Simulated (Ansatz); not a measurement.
Cartesian coordinates in Å:
```
Cl -0.732 -1.465 1.053
Si 0.000 0.000 0.000
Cl 1.362 1.163 0.764
Cl -0.630 0.302 -1.817
```

Charge 1, multiplicity 1.

List the PBE0/def2-TZVPP orbital energies in eV (Ansatz 0.2.0). (Estimate.)

The calculation gave: Occupied: -2774.52, -2774.52, -2774.52, -1812.69, -266.34, -266.34, -266.34, -204.63, -204.63, -204.63, -204.49, -204.49, -204.49, -204.45, -204.45, -204.45, -154.70, -109.48, -109.32, -109.32, -30.98, -29.93, -29.93, -21.22, -18.61, -18.61, -17.32, -16.40, -16.40, -16.11, -16.11, -15.47. Lowest empty: -8.28, -7.71, -4.27, -4.27, -2.54, -1.37, -1.37, -1.17.
